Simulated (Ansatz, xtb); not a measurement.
## Ranking isomers of H4NSiSn

7 gas-phase structures of H4NSiSn, found in a search over its isomers (lower ones may exist). Each was relaxed with GFN2-xTB:

A. `[SiH2]=[N][SnH2]`, a doublet
B. a doublet given by its coordinates
C. `[H]/N=[SiH]\[SnH2]`, a doublet
D. `[SiH2][NH][SnH]`, a doublet
E. a doublet given by its coordinates
F. `[SiH3][N]=[SnH]`, a doublet
G. `[H]/N=[SiH]/[SnH2]`, a doublet

B (Å):

```yaml
atoms:
  - { symbol: N, position_ang: [-0.5203, -0.6617, -0.9259] }
  - { symbol: Si, position_ang: [0.5632, -0.1081, 0.2763] }
  - { symbol: Sn, position_ang: [0.7664, 2.2091, 1.1449] }
  - { symbol: H, position_ang: [-0.6496, -1.6143, -1.2190] }
  - { symbol: H, position_ang: [-1.1823, -0.0385, -1.3515] }
  - { symbol: H, position_ang: [-0.6140, 2.6182, 0.0599] }
  - { symbol: H, position_ang: [1.2338, -1.3984, 0.5233] }
```

Close contacts (Å): N1–Si2 1.71, Si2–Sn3 2.48, N1–H4 1.01, N1–H5 1.00, Si2–H7 1.47, Sn3–H6 1.80.

E (Å):

```tsv
atom	x (Å)	y (Å)	z (Å)
N	-0.4213	2.2176	-0.4415
Si	-0.5850	0.9180	0.6129
Sn	0.8527	0.8229	-1.7063
H	-1.2365	2.6964	-0.7904
H	-1.8237	0.2074	0.8984
H	0.2965	1.0164	1.7703
H	-0.5765	0.0930	-2.5730
```

Close contacts (Å): N1–Si2 1.68, N1–Sn3 2.27, Si2–Sn3 2.73, N1–H4 1.01, Si2–H5 1.46, Si2–H6 1.46, Sn3–H7 1.82.

**Question.** Estimate their order in r2SCAN-D4/def2-SVP energy at these geometries, lowest first.

**Answer.** Calculated order at r2SCAN-D4/def2-SVP: B (0.0), D (13.4), E (20.0), F (29.7), C (41.8), A (48.4), G (50.7) kcal/mol.

Energies above the lowest of each column, in kcal/mol; the last columns are at B3LYP-D3(BJ)/def2-SVP geometries and were run for some of them only (a dash: not run or not comparable):

```tsv
structure	GFN2-xTB	HF/STO-3G	r2SCAN-D4/def2-SVP	B3LYP-D3(BJ)/def2-SVP
B	0.0	19.1	0.0	0.0
D	10.5	15.7	13.4	12.3
E	8.1	35.8	20.0	–
F	17.1	0.0	29.7	–
C	18.6	38.0	41.8	–
A	22.9	45.4	48.4	–
G	19.0	47.8	50.7	–
```

B3LYP-D3(BJ)/def2-SVP puts B lowest of those it was run on; HF/STO-3G picks F. Some further structures that were screened fall inside this span and aren't listed. Flexible structures stand in one conformer each, not always the lowest. Frequencies (B3LYP-D3(BJ)/def2-SVP) were run for B alone. Open shells are spin-unrestricted, some with notable spin contamination. Atoms past krypton carry core potentials in the def2 sets, without spin–orbit terms.

Over these structures GFN2-xTB departs from r2SCAN-D4/def2-SVP by 9.8 kcal/mol on average once a common shift is removed. A GFN2-xTB relaxation took about 0.25 s and the r2SCAN-D4/def2-SVP energy about 4.8 s on a shared host (Ansatz 0.2.0, xtb 6.7.1).
